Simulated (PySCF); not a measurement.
C5H12S2, SMILES CSCCCSC.

Geometry optimised at PBE0-D3(BJ)/def2-SVP. Other conformers were not sampled.

These are r2SCAN/def2-SVP in PySCF values and carry that method's errors.

Symmetry labels are those of the subgroup C2v that the program uses (full group C2v).

List the valence orbital energies around the gap with their symmetry. (An estimate is asked for; the answer gives what the named calculation found.)


| orbital | symmetry | energy (eV) |
|---|---|---|
| HOMO−7 | A1 | -9.96 |
| HOMO−6 | A1 | -9.38 |
| HOMO−5 | B2 | -8.54 |
| HOMO−4 | B1 | -8.50 |
| HOMO−3 | A1 | -7.82 |
| HOMO−2 | B1 | -7.72 |
| HOMO−1 | B2 | -5.25 |
| HOMO | A2 | -5.13 |
| LUMO | A1 | 0.34 |
| LUMO+1 | B1 | 0.92 |
| LUMO+2 | A1 | 1.45 |
| LUMO+3 | A1 | 1.74 |
